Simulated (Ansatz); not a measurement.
C₃H₈O₂Si, SMILES COC[SiH2]C=O.

The structure is a stationary point at B3LYP-D3(BJ)/def2-SVP. The structure was generated by enumeration, and PubChem lists no compound with its InChIKey, so it may never have been made. Other conformers were not sampled.

Two levels are set side by side: PBE/def2-SVPD (Ansatz, a first-principles code) and CAM-B3LYP/def2-SVPD (Ansatz). Energy differences of separate SCF runs at the same geometry; the states with an electron removed or added have multiplicity 2 and 2. Differences are taken from unrounded values.

```
quantity                           CAM-B3LYP   PBE  PBE minus CAM-B3LYP
---------------------------------  ---------  ----  -------------------
vertical ionisation energy (eV)         9.31  8.55                -0.76
vertical singlet–triplet gap (eV)       2.50  2.41                -0.09
```
